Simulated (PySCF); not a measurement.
Si(OH)(NH2)3 (H7N3OSi), SMILES N[Si](N)(N)O.

Geometry: B3LYP-D3(BJ)/def2-SVP. One conformer was computed; it need not be the lowest.

Two levels are set side by side: PBE/def2-TZVP (PySCF) and HF/def2-TZVP (PySCF). Same geometry, gas phase. Differences are taken from unrounded values.

| quantity | HF | PBE | PBE minus HF |
|---|---|---|---|
| orbital gap (eV) | 14.09 | 5.50 | -8.59 |
| highest occupied level (eV) | -10.83 | -5.65 | 5.18 |
| lowest empty level (eV) | 3.26 | -0.15 | -3.40 |
| dipole moment (D) | 1.61 | 1.46 | -0.15 |
| mean polarisability (bohr³) | 44.5 | 52.4 | 8.0 |

Without exact exchange PBE keeps part of each electron's self-repulsion, which lifts occupied levels and narrows the gap. PBE's more diffuse valence density responds more strongly to a field. Differences between two approximate levels are no errors against the true value.

Rough cost on one machine, each run with all the roots and properties that it gave: HF against PBE about 1/3.
